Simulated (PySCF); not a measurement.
SiCl2I2, SMILES Cl[Si](Cl)(I)I.

Coordinates come from a PBE0-D3(BJ)/def2-SVP optimisation. The def2 effective core potentials stand for the cores of I; spin–orbit coupling is left out.

Computed with TDDFT-PBE0/def2-SVPD (PySCF).

Vertical excitations. Isolated molecule, no solvent. State labels are in the subgroup C2v.

Task: Estimate the UV-visible absorptions. (Estimate from the structure and the level; the computed values follow.)

Result: 
```json
[
 {"state": "S1", "symmetry": "B1", "energy (eV)": "4.50", "λ (nm)": "275", "f": "0.014", "main pairs": "HOMO→LUMO 98 %"},
 {"state": "S2", "symmetry": "A2", "energy (eV)": "4.65", "λ (nm)": "266", "f": "0.000", "main pairs": "HOMO−1→LUMO 99 %"},
 {"state": "S3", "symmetry": "B2", "energy (eV)": "4.92", "λ (nm)": "252", "f": "0.006", "main pairs": "HOMO−2→LUMO 98 %"},
 {"state": "S4", "symmetry": "A1", "energy (eV)": "5.20", "λ (nm)": "239", "f": "0.010", "main pairs": "HOMO−3→LUMO 96 %"},
 {"state": "S5", "symmetry": "B1", "energy (eV)": "6.14", "λ (nm)": "202", "f": "0.056", "main pairs": "HOMO−4→LUMO 80 %"},
 {"state": "S6", "symmetry": "A1", "energy (eV)": "6.18", "λ (nm)": "201", "f": "0.005", "main pairs": "HOMO→LUMO+1 94 %"},
 {"state": "S7", "symmetry": "A2", "energy (eV)": "6.24", "λ (nm)": "199", "f": "0.000", "main pairs": "HOMO→LUMO+2 98 %"},
 {"state": "S8", "symmetry": "B2", "energy (eV)": "6.35", "λ (nm)": "195", "f": "0.010", "main pairs": "HOMO−1→LUMO+1 75 %, HOMO−5→LUMO 22 %"},
 {"state": "S9", "symmetry": "B2", "energy (eV)": "6.41", "λ (nm)": "194", "f": "0.000", "main pairs": "HOMO−5→LUMO 76 %, HOMO−1→LUMO+1 20 %"},
 {"state": "S10", "symmetry": "B1", "energy (eV)": "6.43", "λ (nm)": "193", "f": "0.000", "main pairs": "HOMO−1→LUMO+2 51 %, HOMO→LUMO+3 45 %"},
 {"state": "T1", "symmetry": "B1", "energy (eV)": "4.07", "λ (nm)": "305", "f": "0", "main pairs": "HOMO→LUMO 97 %"},
 {"state": "T2", "symmetry": "A2", "energy (eV)": "4.27", "λ (nm)": "291", "f": "0", "main pairs": "HOMO−1→LUMO 96 %"},
 {"state": "T3", "symmetry": "B2", "energy (eV)": "4.49", "λ (nm)": "276", "f": "0", "main pairs": "HOMO−2→LUMO 93 %"},
 {"state": "T4", "symmetry": "A1", "energy (eV)": "4.72", "λ (nm)": "262", "f": "0", "main pairs": "HOMO−3→LUMO 91 %"}
]
```
Triplets are in the Tamm–Dancoff approximation, which puts them higher than full response would, so one can lie above its singlet here.
